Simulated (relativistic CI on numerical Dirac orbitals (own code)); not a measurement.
Electric-dipole transitions in La¹⁵⁺

Calculated at this level of theory: Dirac-Coulomb-Breit CI, separate exchange-only KLI orbitals for each configuration, QED by a radiative potential, unscaled Slater integrals (own radial code, finite nucleus).

Configuration list (outside the closed core [Ar] 3d10): 4s²4p⁶4d⁶, 4s²4p⁵4d⁷, 4s²4p⁶4d⁵4f, 4s4p⁶4d⁷, 4s²4p⁶4d⁵5s, 4s²4p⁵4d⁶4f, 4s²4p⁶4d⁵5p, 4s4p⁶4d⁶4f, 4s²4p⁶4d⁴4f5s, 4s²4p⁶4d⁵5d, 4s²4p⁶4d⁴5s5p, 4s²4p⁵4d⁶5s, 4s²4p⁶4d⁵5f, 4s²4p⁶4d⁵6s, 4s²4p⁶4d⁵6p, 4s²4p⁶4d⁵6f, 4s²4p⁶4d⁵7s, 4s4p⁶4d⁶5s, 4s²4p⁶4d⁵7p, 4p⁶4d⁷5p, 4p⁶4d⁸, 4p⁵4d⁹, 4p⁵4d⁸4f, 4s²4p⁶4d⁴5s², 4s²4p⁶4d³4f5s², 4s²4p⁵4d⁴4f5s², 4s²4p⁶4d³5s²5p. Double excitations out of closed p, d and f shells are left out; levels of such configurations are missing from the list, as are those of other unlisted configurations, and high levels can miss mixing partners. These lack a partner that the ground configuration has and come out too high: 4s²4p⁵4d⁶5s.

| λ vac (nm) | Lower | Upper | A (s⁻¹) | gf | Branching (%) |
| --- | --- | --- | --- | --- | --- |
| 9.7543 | 4s²4p⁶4d⁶ ⁵D3 [3] | 4s²4p⁶4d⁵4f ³F°3 [387] | 3.56e+09 | 3.56e-02 | 14.8 |
| 9.9422 | 4s²4p⁶4d⁶ ⁵D3 [3] | 4s²4p⁶4d⁵4f ³G°3 [351] | 6.18e+09 | 6.41e-02 | 30.7 |
| 10.061 | 4s²4p⁶4d⁶ ³H4 [6] | 4s²4p⁶4d⁵4f ¹F°3 [374] | 4.76e+09 | 5.05e-02 | 19.8 |
| 10.349 | 4s²4p⁶4d⁶ ⁵D4 [1] | 4s²4p⁶4d⁵4f ⁵G°5 [213] | 2.41e+09 | 4.26e-02 | 45.4 |
| 10.460 | 4s²4p⁶4d⁶ ⁵D2 [2] | 4s²4p⁶4d⁵4f ⁵S°2 [225] | 5.23e+09 | 4.29e-02 | 37.3 |
| 11.798 | 4s²4p⁶4d⁶ ³H4 [6] | 4s²4p⁵4d⁷ ³D°3 [88] | 3.78e+09 | 5.51e-02 | 24.0 |
| 11.909 | 4s²4p⁶4d⁶ ³H4 [12] | 4s²4p⁶4d⁵4f ⁵F°3 [101] | 4.24e+09 | 6.31e-02 | 42.6 |
| 11.914 | 4s²4p⁶4d⁶ ³H5 [8] | 4s²4p⁵4d⁷ ⁵G°4 [87] | 2.39e+09 | 4.58e-02 | 18.3 |
| 11.983 | 4s²4p⁶4d⁶ ¹I6 [19] | 4s²4p⁶4d⁵4f ¹H°5 [111] | 9.29e+09 | 2.20e-01 | 74.5 |
| 12.062 | 4s²4p⁶4d⁶ ³H5 [8] | 4s²4p⁵4d⁷ ³F°4 [81] | 5.56e+09 | 1.09e-01 | 49.6 |
| 12.117 | 4s²4p⁶4d⁶ ⁵D2 [2] | 4s²4p⁵4d⁷ ³G°3 [56] | 1.77e+09 | 2.72e-02 | 29.8 |
| 12.211 | 4s²4p⁶4d⁶ ⁵D4 [1] | 4s²4p⁵4d⁷ ⁵G°4 [45] | 1.35e+09 | 2.71e-02 | 36.9 |
| 12.234 | 4s²4p⁶4d⁶ ³H6 [7] | 4s²4p⁵4d⁷ ³H°6 [68] | 7.14e+09 | 2.08e-01 | 96.6 |
| 12.237 | 4s²4p⁶4d⁶ ³H6 [7] | 4s²4p⁵4d⁷ ³G°5 [67] | 8.11e+09 | 2.00e-01 | 67.8 |
| 12.240 | 4s²4p⁶4d⁶ ¹I6 [19] | 4s²4p⁵4d⁷ ³I°6 [93] | 3.97e+09 | 1.16e-01 | 88.3 |
| 12.251 | 4s²4p⁶4d⁶ ³H6 [7] | 4s²4p⁵4d⁷ ³I°7 [66] | 1.49e+09 | 5.04e-02 | 81.6 |
| 12.307 | 4s²4p⁶4d⁶ ³G5 [13] | 4s²4p⁵4d⁷ ⁵G°4 [87] | 7.01e+09 | 1.43e-01 | 53.7 |
| 12.315 | 4s²4p⁶4d⁶ ⁵D4 [1] | 4s²4p⁵4d⁷ ⁵D°3 [42] | 6.37e+09 | 1.01e-01 | 51.5 |
| 12.390 | 4s²4p⁶4d⁶ ³H4 [6] | 4s²4p⁵4d⁷ ³F°4 [58] | 9.09e+09 | 1.88e-01 | 81.6 |
| 12.453 | 4s²4p⁶4d⁶ ⁵D3 [3] | 4s²4p⁵4d⁷ ³D°2 [44] | 3.11e+09 | 3.61e-02 | 33.9 |
| 12.463 | 4s²4p⁶4d⁶ ⁵D4 [1] | 4s²4p⁵4d⁷ ⁵D°4 [38] | 9.10e+09 | 1.91e-01 | 96.3 |
| 12.465 | 4s²4p⁶4d⁶ ³P2 [9] | 4s²4p⁵4d⁷ ³P°1 [61] | 8.57e+09 | 5.99e-02 | 71.9 |
| 12.475 | 4s²4p⁶4d⁶ ⁵D2 [2] | 4s²4p⁵4d⁷ ⁵D°1 [43] | 8.55e+09 | 5.99e-02 | 65.4 |
| 12.556 | 4s²4p⁶4d⁶ ⁵D3 [3] | 4s²4p⁵4d⁷ ⁵D°3 [42] | 5.41e+09 | 8.95e-02 | 43.8 |
| 12.575 | 4s²4p⁶4d⁶ ⁵D2 [2] | 4s²4p⁵4d⁷ ³P°2 [41] | 6.51e+09 | 7.72e-02 | 74.0 |
| 12.576 | 4s²4p⁶4d⁶ ³H5 [8] | 4s²4p⁵4d⁷ ³H°5 [57] | 6.21e+09 | 1.62e-01 | 68.0 |
| 12.578 | 4s²4p⁶4d⁶ ⁵D1 [4] | 4s²4p⁵4d⁷ ³D°2 [44] | 3.97e+09 | 4.71e-02 | 43.3 |
| 12.606 | 4s²4p⁶4d⁶ ⁵D4 [1] | 4s²4p⁵4d⁷ ⁵F°5 [36] | 4.47e+09 | 1.17e-01 | 97.4 |
| 12.808 | 4s²4p⁶4d⁶ ⁵D2 [2] | 4s²4p⁵4d⁷ ³D°3 [37] | 1.70e+09 | 2.92e-02 | 57.3 |
| 12.814 | 4s²4p⁶4d⁶ ³H5 [8] | 4s²4p⁵4d⁷ ³H°6 [49] | 1.82e+09 | 5.84e-02 | 50.8 |

Terms are leading LS components. Brackets give the number of a level in order of energy, since labels repeat. The list gives strong lines, with weight on those to low levels, without lines whose two gauges differ by over a factor of 2.5, among the lowest 400 of 9853 levels, so that lines to higher ones, which can be the strongest, are missing. Levels whose partners in the same complex of configurations lie outside the list can be far off, and so can their lines. Rates are taken at the computed energies, electric ones in the length gauge.

At this charge energies of transitions that change n are usually good to better than 1 %, and those within a shell (Δn = 0) to a few per cent. Terms inside the open d or f shell come out 10 to 20 % too wide with unscaled integrals. Levels and lines within the n = 5 or 6 shells can be off by up to 10 % or somewhat more, and those that change n by about 2 %, since core polarisation is missing.

LS names give the leading component of a level, which can be under half, so a name can repeat, a term be missing and a line seem to break the LS rules.
